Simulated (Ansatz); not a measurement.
The cluster Li5H4. Total charge 0; doublet. Geometry PBE-D4/def2-TZVP, basis def2-TZVP, Ansatz.

```xyz
9

Li   -0.738   -1.512   -1.197
Li   -1.059   -1.037    1.430
Li   -0.213    1.790    1.056
Li    0.101    1.314   -1.616
Li    1.331    0.083    0.144
H     0.226    0.136    1.614
H     0.593   -0.411   -1.467
H     1.021    1.866   -0.209
H    -1.262   -2.230    0.244
```

```tsv
run	HOMO (eV)	LUMO (eV)
A	-3.76	-0.47
B	-2.58	-1.23
C	-2.58	-1.87
D	-3.07	-1.04
E	-4.73	0.43
F	-2.32	-1.52
```

LC-ωPBE has ω = 0.4 bohr⁻¹. The structure comes from a short search, and lower isomers may exist.

HOMO and LUMO are taken over both spins.

Task: The runs used BLYP, CAM-B3LYP, LC-ωPBE, LDA (SPW92), PBE0, r2SCAN. Estimate which is which.

Result: A CAM-B3LYP (range-separated); B r2SCAN (0 % exact exchange); C LDA (SPW92) (0 % exact exchange); D PBE0 (25 % exact exchange); E LC-ωPBE (range-separated); F BLYP (0 % exact exchange). Exact exchange lowers occupied and raises empty levels; among semilocal functionals meta-GGAs tend to open the gap a little, and such runs are hard to tell apart. The gap grows from 0.71 eV (LDA (SPW92)) to 5.16 eV (LC-ωPBE).
